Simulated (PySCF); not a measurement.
Calculation: PBE-D3(BJ)/def2-TZVP // TPSS-D3(BJ)/def2-SVP run with PySCF. Isolated molecules, 0 K electronic values unless said otherwise. 

Reference species: [Hf(Br)3(H)] (neutral, multiplicity 1).

```json
{
  "HOMO–LUMO gap": "4.45 eV",
  "LUMO": "-3.24 eV",
  "coordination_number": "4",
  "HOMO": "-7.69 eV"
}
```

Changed species: [Hf(Br)4] (0 of 4 Br replaced by H; the reference has 1 of 4 Br replaced by H).

Task: Give the shifts of the HOMO–LUMO gap, LUMO, coordination number and HOMO.

Result: the HOMO–LUMO gap is nearly the same; the LUMO rises by 0.03 eV, to -3.21 eV; the coordination number is nearly the same; the HOMO rises by 0.04 eV, to -7.65 eV.
